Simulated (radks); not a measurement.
Spherical jellium clusters: N electrons in a uniform positive sphere of charge N and radius rs N^(1/3), rs = 4.16 bohr. Method: non-relativistic Kohn-Sham, LDA (Slater exchange, Perdew-Wang correlation), spin-polarised, spherical densities; computed with a radial shooting solver with Libxc functionals. Levels are named by radial order and angular momentum (1s, 1p, 1d, 2s, ...), and open shells are averaged over m.

N = 29, configuration 1s2 1p6 1d10 2s2 1f(up 7, down 2). This is the lowest configuration that the search found. Occupied and some empty levels:

level,occupation,eigenvalue (eV),<r> (bohr)
1s up,1,-5.0822,7.693
1s down,1,-4.9408,7.304
1p up,3,-4.4884,9.126
1p down,3,-4.2828,8.960
1d up,5,-3.7416,10.05
1d down,5,-3.5076,10.00
2s up,1,-3.3869,7.897
2s down,1,-3.2715,8.145
1f up,7,-2.8557,10.79
1f down,2,-2.6138,10.82
2p up,0,-2.2817,9.276
2p down,0,-2.1702,9.369
1g up,0,-1.8538,11.49
1g down,0,-1.6184,11.59
2d up,0,-1.2180,11.16
2d down,0,-1.1020,11.29

Energy (eV): total -54.5911, kinetic 47.989, external -2128.7, Hartree 1055.6, exchange-correlation -103.83, background 1074.3.
